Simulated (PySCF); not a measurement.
**Two-component Hartree-Fock for I⁺ (iodine, charge +1)**

Start: [Kr] 4d10 5s2 5p4; 5p1/2 filled at m_j = -1/2, +1/2; 5p3/2 filled at m_j = +1/2, +3/2. Calculated with PySCF 2.14 in x2c-TZVPPall-2c (8s9p5d2f, 74 functions): generalised Hartree-Fock with the X2C-1e Hamiltonian and a Gaussian nucleus; one run each with spin-orbit coupling (SO) switched off, then screened by Boettger's factors.

```csv
spinor shell,electrons,"ε, spin-free (eV)","ε, screened SO (eV)",weight of nominal j (screened SO),"rms radius, screened SO (bohr)"
1s1/2,2,-33343.8,-33339.9,1.000,0.0311
2s1/2,2,-5259.6,-5258.4,1.000,0.127
2p1/2,2,-4714.7,-4922.3,1.000,0.109
2p3/2,4,-4714.7,-4620.9,1.000,0.115
3s1/2,2,-1112.0,-1111.5,1.000,0.334
3p1/2,2,-931.15,-971.26,1.000,0.327
3p3/2,4,-931.15,-912.71,1.000,0.338
3d3/2,4,-660.83,-667.74,1.000,0.311
3d5/2,6,-660.83,-655.67,1.000,0.314
4s1/2,2,-220.69,-220.45,1.000,0.787
4p1/2,2,-161.44,-169.28,1.000,0.826
4p3/2,4,-161.44,-157.61,1.000,0.855
4d3/2,4,-72.268,-73.233,0.995,0.987
4d5/2,6,-72.268,-71.301,0.997,0.997
5s1/2,2,-32.300,-32.223,0.999,2.09
5p3/2,2,-19.908,-20.252,0.758,2.51
5p1/2,2,-19.908,-19.711,0.707,2.49
```

```json
{"quantity": "E (hartree)", "spin-free": "-7111.29934", "screened SO": "-7113.45212"}
{"quantity": "M_J", "spin-free": "2", "screened SO": "2"}
{"quantity": "⟨J²⟩", "spin-free": "6.013", "screened SO": "6.025"}
{"quantity": "⟨L²⟩", "spin-free": "2.009", "screened SO": "2.367"}
{"quantity": "⟨S²⟩", "spin-free": "2.003", "screened SO": "1.862"}
```

Each row is a mean over spinors that exchange with the open shell spreads, by up to 4.628 eV (5s1/2).

Rows whose weight is well below 1 are mixtures of j = l ± 1/2: exchange outweighs spin-orbit coupling there, and the label is only the starting occupation.

Breit and QED terms are absent; they matter most for the inner s and p1/2 levels.

Densities and radii are taken from the X2C orbitals without a picture-change correction, which distorts them close to the nucleus.

Without spin-orbit coupling the j labels of p, d and f shells carry no meaning; the spin-free column gives the mean over the occupied spinors of each nl shell.
